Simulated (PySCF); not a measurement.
Computed structure and properties of [HfOF3]−

System: [HfOF3]− (singlet); start: displaced along the imaginary mode (Cs). Method: PySCF 2.14.0, RKS PBE, Hf def2-SVP with ECP60, O def2-SVP, F def2-SVP; non-relativistic Hamiltonian with scalar-relativistic core potentials where named; density fitting; no spin-orbit coupling.

Input of the relaxation:

```python
mol = gto.M(atom='''
Hf     0.07837    -0.00000    -0.01690
O      1.91582     0.00000     0.25000
F     -0.16932     1.98723    -0.13324
F     -2.01662     0.00000     0.21611
F     -0.16932    -1.98723    -0.13324''',
    basis={'Hf': 'def2-SVP', 'O': 'def2-SVP', 'F': 'def2-SVP'},
    ecp={'Hf': 'def2-SVP'},
    charge=-1, spin=0)
mf = dft.RKS(mol, xc='PBE')
mf.grids.atom_grid = (50, 194)
mf = mf.density_fit()  # fitting sets: Hf def2-universal-JKFIT, O def2-universal-JKFIT, F def2-universal-JKFIT
mf.conv_tol = 1e-08; mf.max_cycle = 55
mf.kernel(dm0)  # dm0: converged density of the start geometry
# quasi-Newton relaxation in Cartesian coordinates to a largest gradient under 0.00045 Eh/bohr, steps kept in the point group
```

Run from Python with OMP_NUM_THREADS=2; the lines above give its settings. Where DIIS fails, smearing, a level shift and second-order steps follow.
It took 44 s on 2 threads of Arm Neoverse V1, on a shared host, from the converged density of the start.

Course of the relaxation:

```csv
step,energy above end (eV),largest force component within the symmetry (eV/Å)
0,2.3930,0.845
1,2.0009,0.832
2,1.4920,1.066
3,0.8909,2.474
4,0.4835,2.205
5,0.2253,2.820
6,0.1302,1.097
7,0.0627,0.286
11,0.0027,0.161
12,0.0005,0.051
13,0.0002,0.044
14,0.0001,0.045
15,0.0000,0.017
16,0.0000,0.007
```
(The steps between are left out.)

Relaxed geometry (Cs, nearly C3v):

```xyz
5

Hf   -0.0598    0.0000    0.0614
O     1.4442    0.0000    1.0899
F    -0.0486    1.6027   -1.1134
F    -1.6483    0.0000    1.2583
F    -0.0486   -1.6027   -1.1134
```

```tsv
contact	Å
Hf1–O2 (O)	1.822
Hf1–F3 (F)	1.987
Hf1–F4 (F)	1.989
Hf1–F5 (F)	1.987
```

On the finer grid (75, 302):

```
HOMO                                                          : -1.01 eV
LUMO                                                          : 3.40 eV
Dipole about the centre of mass                               : 2.71 D
Set of Mulliken populations of Hf1 outside the core potential : s 2.34, p 6.45, d 2.36, f 0.19
D3(BJ) dispersion energy (not in the energies)                : -0.064 eV
```

| atom | Mulliken (e) | Löwdin (e) | spin (e) |
| --- | --- | --- | --- |
| Hf1 | 0.67 | -0.04 | 0.00 |
| O2 | -0.47 | -0.30 | 0.00 |
| F3 | -0.40 | -0.22 | 0.00 |
| F4 | -0.40 | -0.22 | 0.00 |
| F5 | -0.40 | -0.22 | 0.00 |

On the grid (50, 194), as all that follows. Harmonic modes: a minimum; lowest 129 cm⁻¹ (negative: unstable), highest 837 cm⁻¹, zero-point energy 0.210 eV.

Rigid scan of O along the line from its metal:

```
distance to O2 (Å)  energy (eV)
              1.52        2.783
              1.62        1.039
              1.72        0.220
              1.82        0.000
              1.92        0.162
              2.02        0.557
              2.12        1.086
              2.27        1.993
```

Taking off one F (charge -1, singlet; the rest: singlet) in vacuum, both parts rigid, costs 7.71 eV; the small basis without counterpoise inflates it.

Rigid scan of F along the line from its metal:

distance to F3 (Å), energy (eV) and a bar:
```
     1.69      1.538 ###########
     1.79      0.571 ####
     1.89      0.120 #
     1.99      0.000 
     2.09      0.087 #
     2.19      0.299 ##
     2.39      0.904 #######
     2.69      1.906 ##############
     3.09      3.057 #######################
     3.59      4.050 ##############################
```

One start shape was tried, so this needn't be the lowest isomer.
